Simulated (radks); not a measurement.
Values are calculated unless marked as measured or tabulated.
Sc4+, 17 electrons, occupied as [Ne] 3s2 3p5. Level of theory: non-relativistic Kohn-Sham, r2SCAN, spin-polarised, spherical densities, point nucleus; open shells are filled with parallel spins first; meta-GGA in the generalised Kohn-Sham scheme (a radial shooting solver on a logarithmic mesh with Libxc functionals).

Unscreened Slater integrals over Kohn-Sham orbitals (hartree). They are taken over the spin-up orbitals. Empty in this configuration: 3d.

integral,value
"F0(3p,3p)",0.82749
"F2(3p,3p)",0.42160
"F0(3p,3s)",0.84642
"G1(3p,3s)",0.56738
"F0(3p,2p)",1.1151
"F2(3p,2p)",0.22018
"G0(3p,2p)",0.087450
"G2(3p,2p)",0.090351
"F0(3p,3d)",0.78923
"F2(3p,3d)",0.38960
"G1(3p,3d)",0.48210
"G3(3p,3d)",0.29778
"F0(3s,3s)",0.86718
"F0(3s,2p)",1.1468
"G1(3s,2p)",0.094412
"F0(3s,3d)",0.80699
"G2(3s,3d)",0.37324
"F0(2p,2p)",2.9719
"F2(2p,2p)",1.3939
"F0(2p,3d)",1.0191
"F2(2p,3d)",0.19157
"G1(2p,3d)",0.13623
"G3(2p,3d)",0.077045
"F0(3d,3d)",0.75900
"F2(3d,3d)",0.37167
"F4(3d,3d)",0.23580

Derived for the open shells (J is the average intra-shell exchange parameter used in DFT+U). 3p: J = F2/5 = 0.08432 hartree.
